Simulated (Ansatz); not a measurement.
SiBrCl3, SMILES Cl[Si](Br)(Cl)Cl.

Geometry optimised at PBE-D3(BJ)/def2-SVP.

Two levels are set side by side: PBE/def2-TZVPD (Ansatz, a quantum-chemistry and plane-wave program) and CAM-B3LYP/def2-TZVPD (Ansatz). Energy differences of separate SCF runs at the same geometry; the states with an electron removed or added have multiplicity 2 and 2. Differences are taken from unrounded values.

```csv
quantity,CAM-B3LYP,PBE,PBE minus CAM-B3LYP
vertical ionisation energy (eV),11.39,10.56,-0.84
vertical singlet–triplet gap (eV),6.24,5.45,-0.79
```
